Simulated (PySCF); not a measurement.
**Cd (cadmium, neutral) across methods**

[Kr] 4d10 5s1 5p1, high-spin 3P determinant (an excited configuration). All numbers are calculated (PySCF 2.14, scalar relativity through the core potential, in aug-cc-pVTZ-PP with ECP28MDF (6s6p5d3f2g, 88 functions)). The B2PLYP total includes its PT2 part (frozen core); its orbital energies are those of the SCF part.

| method | E (hartree) | mean ε 4d β (eV) | mean ε 5s α (eV) | mean ε 5p α (eV) | Σ⟨r²⟩ (bohr²) | ⟨S²⟩ |
| --- | --- | --- | --- | --- | --- | --- |
| B2PLYP | -167.4447 | -17.448 | -8.964 | -3.759 | 56.29 | 2.001 |
| UHF | -166.74710 | -21.079 | -10.250 | -5.043 | 56.69 | 2.003 |
| PBE | -167.5959 | -13.153 | -7.380 | -2.516 | 56.48 | 2.002 |
| r2SCAN | -167.6517 | -13.434 | -7.621 | -2.696 | 55.12 | 2.003 |
| PBE0 | -167.5927 | -15.319 | -8.242 | -3.213 | 55.93 | 2.002 |
| wB97M-V | -167.5311 | -17.841 | -10.296 | -4.855 | 55.78 | 2.001 |
| LDA | -167.2929 | -13.331 | -7.642 | -2.562 | 56.05 | 2.001 |
| PW91 | -167.6690 | -13.207 | -7.451 | -2.552 | 56.32 | 2.002 |

(1) Estimate the same row for r2SCAN0.

Energies and moments cover only the electrons outside the core potential.

Answers

(1) E (hartree) = -167.6207; mean ε 4d β (eV) = -15.543; mean ε 5s α (eV) = -8.455; mean ε 5p α (eV) = -3.343; Σ⟨r²⟩ (bohr²) = 55.05; ⟨S²⟩ = 2.003.
